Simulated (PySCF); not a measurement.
**Br⁺: interval between two levels**

Br⁺ [Ar] 3d10 4s2 4p4 [3P2, M_J = 2] → Br⁺ [Ar] 3d10 4s2 4p3 4d1 [5D4, M_J = 4], as a difference of total energies. Calculation: PySCF 2.14, in x2c-TZVPall-2c with one added diffuse shell each of s, p, d type (7s8p5d1f, 63 functions); the two-component X2C-1e Hamiltonian. Correlated levels: [Ne] frozen. "Screened" scales the spin-orbit matrix elements by Boettger's factors to mimic the two-electron term; Breit and QED terms are absent.

Task: Order these methods by the interval between two levels they give, lowest first.
A. GMP2 (spin-free)
B. GMP2 (screened spin-orbit)
C. GHF (screened spin-orbit)
D. GHF (spin-free)

Result: D (95371 cm⁻¹), C (96924 cm⁻¹), A (101710 cm⁻¹), B (103220 cm⁻¹).

The spin-free rows relax to the high-spin LS determinant and lack the spin-orbit shift.

Errors of the correlated levels include the incompleteness of this basis and the frozen core.

The labels give the starting determinants; with spin-orbit coupling the two ends relaxed to ⟨J²⟩ = 6.02, ⟨L²⟩ = 2.11, ⟨S²⟩ = 1.96 and ⟨J²⟩ = 20.00, ⟨L²⟩ = 6.06, ⟨S²⟩ = 5.97.

For comparison: 104090 cm⁻¹ (measured; NIST Handbook of Basic Atomic Spectroscopic Data (Sansonetti and Martin, J. Phys. Chem. Ref. Data 34, 1559 (2005))).
